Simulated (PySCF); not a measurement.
Compound: CH7OPSi.
Atom-mapped SMILES: `[CH3:1][O:2][SiH2:3][PH2:4]` (hydrogens: H5, H6, H7 on C1; H8, H9 on Si3; H10, H11 on P4)

The same species was optimised twice, with GFN2-xTB and with PBE0-D3(BJ)/def2-SVP (PySCF), and the same property calculations (PySCF, gas phase) were run on both structures.

| coordinate | GFN2-xTB | PBE0-D3(BJ)/def2-SVP | change |
| --- | --- | --- | --- |
| P4–H10 (Å) | 1.381 | 1.430 | +0.049 |
| P4–H11 (Å) | 1.384 | 1.429 | +0.045 |
| O2–Si3 (Å) | 1.620 | 1.663 | +0.043 |
| Si3–H8 (Å) | 1.455 | 1.488 | +0.033 |
| Si3–H9 (Å) | 1.468 | 1.499 | +0.031 |
| Si3–P4 (Å) | 2.250 | 2.268 | +0.018 |
| C1–H5 (Å) | 1.093 | 1.105 | +0.012 |
| C1–H6 (Å) | 1.094 | 1.106 | +0.012 |
| C1–H7 (Å) | 1.091 | 1.101 | +0.010 |
| C1–O2 (Å) | 1.396 | 1.401 | +0.005 |
| O2–Si3–H8 (°) | 99.0 | 105.8 | +6.8 |
| C1–O2–Si3 (°) | 128.6 | 124.0 | -4.6 |
| Si3–P4–H10 (°) | 95.3 | 92.0 | -3.3 |
| P4–Si3–H8 (°) | 117.2 | 113.9 | -3.3 |
| H8–Si3–H9 (°) | 113.1 | 110.0 | -3.1 |
| Si3–P4–H11 (°) | 95.8 | 94.4 | -1.4 |
| H6–C1–H7 (°) | 109.4 | 108.0 | -1.4 |
| H10–P4–H11 (°) | 92.7 | 94.0 | +1.3 |
| C1–O2–Si3–P4 (°) | 44 | 57 | +13 |

Rotational constants: A = 7363, B = 2625, C = 2069 MHz (GFN2-xTB) against A = 7510, B = 2481, C = 2015 MHz (PBE0-D3(BJ)/def2-SVP). Point groups within 0.08 Å: C1 and C1.

On the GFN2-xTB structure: lowest triplet, Tamm–Dancoff (eV) 5.46 [PBE0/def2-SVPD]; isotropic polarisability (au) 70.4 [PBE0/def2-SVPD]; HOMO (eV) -7.38 [PBE0/def2-SVPD]; LUMO (eV) 0.09 [PBE0/def2-SVPD]; dipole (D) 0.39 [PBE0/def2-SVPD]; HOMO (eV) -7.38 [PBE0/pcSseg-1]; LUMO (eV) 0.29 [PBE0/pcSseg-1]; dipole (D) 0.26 [PBE0/pcSseg-1]; GIAO shielding of C1 (ppm) 133.8 [PBE0/pcSseg-1]; GIAO shielding of O2 (ppm) 339.2 [PBE0/pcSseg-1]; GIAO shielding of Si3 (ppm) 360.9 [PBE0/pcSseg-1]; GIAO shielding of P4 (ppm) 620.0 [PBE0/pcSseg-1].

**Question.** What do these properties become on the PBE0-D3(BJ)/def2-SVP structure?

**Answer.** 
```csv
property,level,on GFN2-xTB,on PBE0-D3(BJ)/def2-SVP,change
"lowest triplet, Tamm–Dancoff (eV)",PBE0/def2-SVPD,5.46,5.47,+0.01
isotropic polarisability (au),PBE0/def2-SVPD,70.4,72.5,+2.1
HOMO (eV),PBE0/def2-SVPD,-7.38,-7.42,-0.04
LUMO (eV),PBE0/def2-SVPD,0.09,0.06,-0.03
dipole (D),PBE0/def2-SVPD,0.39,0.42,+0.03
"energy, GFN2-xTB geometry as zero (kcal/mol)",PBE0/def2-SVPD,0.0,-3.9,-3.9
HOMO (eV),PBE0/pcSseg-1,-7.38,-7.42,-0.04
LUMO (eV),PBE0/pcSseg-1,0.29,0.28,-0.01
dipole (D),PBE0/pcSseg-1,0.26,0.37,+0.11
"energy, GFN2-xTB geometry as zero (kcal/mol)",PBE0/pcSseg-1,0.0,-3.2,-3.2
GIAO shielding of C1 (ppm),PBE0/pcSseg-1,133.8,131.4,-2.4
GIAO shielding of O2 (ppm),PBE0/pcSseg-1,339.2,334.1,-5.1
GIAO shielding of Si3 (ppm),PBE0/pcSseg-1,360.9,356.2,-4.7
GIAO shielding of P4 (ppm),PBE0/pcSseg-1,620.0,592.3,-27.7
```

The heavy atoms differ by 0.071 Å rms after alignment. Among all bonds P4–H10 changes most (+0.049 Å). Changes are differences of the printed values. Neither structure is proved a minimum here.

Conformer computed: `[CH3:1][O:2][SiH2:3][PH2:4]`: C1–O2–Si3–P4 57°, H–P4–Si3–O2 179°, H–P4–Si3–O2 85°.
